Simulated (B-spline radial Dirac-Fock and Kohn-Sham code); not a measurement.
**Satellites and hypersatellites of the K lines of W**

System: neutral tungsten, configuration [Xe] 4f14 5d5 6s1 (not the ground configuration).

The computed values come from an atomic code on a B-spline grid: multi-electron Dirac-Fock with separately optimised hole states, Breit and Lamb-shift corrections added in first order. Each two-hole energy is an average over J within one jj subconfiguration, not an observable level; in light atoms, where LS coupling holds, the j-resolved values are not observed lines, and for a K spectator the Kα1 hypersatellite is nearly forbidden. No correlation.

Lines without a spectator: Kα2 (K-L2) 57977.5 eV, Kα1 (K-L3) 59315.0 eV, Kβ3 (K-M2) 66943.3 eV, Kβ1 (K-M3) 67236.2 eV. Shifts in eV with one spectator hole (a dash: not computed, or left out as unreliable):

```csv
spectator hole,Kα2,Kα1,Kβ3,Kβ1
K (1s),+981.3,+1055.4,+1270.3,+1287.5
L2 (2p1/2),+125.2,+168.7,–,+320.8
L3 (2p3/2),+94.5,+103.7,+241.5,–
M2 (3p1/2),–,+26.64,+51.2,+60.7
M3 (3p3/2),+14.54,–,+43.4,+44.0
M4 (3d3/2),+4.91,+1.51,–,–
M5 (3d5/2),-0.49,+3.55,–,–
```
